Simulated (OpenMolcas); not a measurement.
Lines of Lu+: computed and rescaled rates

```
Program             : OpenMolcas
Method              : MS-CASPT2, IPEA 0.25 Eh, imaginary shift 0.1 Eh (closed shells correlated: 5s 5p)
Basis               : ANO-RCC-VTZP [8s7p5d3f2g1h]
Scalar Hamiltonian  : DKH2, point nucleus
Active space        : 2 electrons in 6 orbitals (5d 6s)
State averaging     : 2S+1 = 1 even, 20 roots; 2S+1 = 3 even, 15 roots kept (CI in the orbitals of an earlier block)
Spin-orbit coupling : RASSI with atomic mean-field integrals over the reference wave functions, term energies averaged over their components
```

Rates come from the transition moments of the reference wave functions (E1 and E2 in the length form). At fixed line strength A goes as λ^-3 for E1 and M1 and as λ^-5 for E2, so a rate at the computed wavelength can be rescaled to the measured one. Measured vacuum wavelengths follow from level energies in NIST Handbook of Basic Atomic Spectroscopic Data. Branching counts decays inside the model space alone, at computed energies, and the table is only a selection of the E2 and M1 lines, drawn from those between levels with measured partners whose computed energy lies within a factor of 1.5 of the measured one.

```json
{"Upper": "5d 6s 1D2", "Lower": "6s2 1S0", "Type": "E2", "λ computed (nm)": "582.3", "λ measured (nm)": "576.9", "A computed (s-1)": "5.92e+00", "A rescaled (s-1)": "6.20e+00", "Branching %": "95.4"}
{"Upper": "5d 6s 1D2", "Lower": "5d 6s 3D1", "Type": "M1", "λ computed (nm)": "1924", "λ measured (nm)": "1806", "A computed (s-1)": "2.23e-01", "A rescaled (s-1)": "", "Branching %": "3.6"}
{"Upper": "5d 6s 3D3", "Lower": "5d 6s 3D2", "Type": "M1", "λ computed (nm)": "5771", "λ measured (nm)": "5670", "A computed (s-1)": "8.79e-02", "A rescaled (s-1)": "9.27e-02", "Branching %": "100.0"}
{"Upper": "5d 6s 3D2", "Lower": "6s2 1S0", "Type": "E2", "λ computed (nm)": "791.8", "λ measured (nm)": "804.2", "A computed (s-1)": "8.60e-02", "A rescaled (s-1)": "", "Branching %": "93.1"}
{"Upper": "5d 6s 1D2", "Lower": "5d 6s 3D3", "Type": "M1", "λ computed (nm)": "3559", "λ measured (nm)": "3191", "A computed (s-1)": "3.65e-02", "A rescaled (s-1)": "", "Branching %": "0.6"}
{"Upper": "5d 6s 3D2", "Lower": "5d 6s 3D1", "Type": "M1", "λ computed (nm)": "15280", "λ measured (nm)": "15650", "A computed (s-1)": "6.39e-03", "A rescaled (s-1)": "5.95e-03", "Branching %": "6.9"}
```

Spin-changing lines and M1 lines between different terms are not rescaled, since their strength hangs on the term gaps too.

The largest correction is for 5d 6s 3D2 → 5d 6s 3D1 (M1): 6.39e-03 × (15280 / 15650)^3 = 5.95e-03 s-1, a factor of 0.93.

The computed rate and branching of 5d 6s 3D3 → 5d 6s 3D2 give the upper level a radiative lifetime of 1.000 / 8.79e-02 s-1 = 1.14e+01 s, counting decays inside the model space alone. The rescaled rate gives about 1.1e+01 s.

These are rates of the free ion; in crystals, glasses and complexes forced electric-dipole and non-radiative decay shorten such lifetimes by orders of magnitude. No measured rate stands beside these. Rescaling mends the energy factor alone: line strengths can still be far off where a level mixes with configurations outside the active space, and weak or spin-changing lines hang on small mixing coefficients that depend on the term gaps too, so rescaling need not improve them.

Term energies are means over components that CASPT2 splits; among the terms shown or strongly mixed into the levels shown the widest spread is 200 cm-1 (5d 6s 1D). Terms from blocks run as CI alone lack orbitals of their own. A single d shell beside an s shell can misplace configurations of different d count against each other. Measured partners are found by configuration, term and J. A level has none where our copy of the source lacks it or the pairing is in doubt (some pairs that miss far off the trend of their configuration count as doubtful). Only configurations of the active space appear.
